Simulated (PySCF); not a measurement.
C₃H₄BF₃, SMILES C/C(F)=C\B(F)F.

Geometry: PBE-D3(BJ)/def2-SVP. The structure was generated by enumeration; whether it is a known compound was not checked. The values are those of a single conformer.

Two levels are set side by side: PBE/def2-TZVP (PySCF) and HF/def2-TZVP (PySCF). Same geometry, gas phase. Differences are taken from unrounded values.

```tsv
quantity	HF
orbital gap (eV)	13.01
highest occupied level (eV)	-10.63
lowest empty level (eV)	2.37
dipole moment (D)	1.93
mean polarisability (bohr³)	48.1
```

What does PBE give, and how far is it from HF? (Estimate from the structure and the level; the computed values follow.)


```csv
quantity,PBE,PBE minus HF
orbital gap (eV),4.53,-8.48
highest occupied level (eV),-6.83,3.81
lowest empty level (eV),-2.30,-4.67
dipole moment (D),1.84,-0.09
mean polarisability (bohr³),53.8,5.7
```

Without exact exchange PBE keeps part of each electron's self-repulsion, which lifts occupied levels and narrows the gap. Loosely held outer electrons make PBE densities more polarisable. Differences between two approximate levels are no errors against the true value.

Rough cost on one machine, each run with all the roots and properties that it gave: HF against PBE about 1/2.
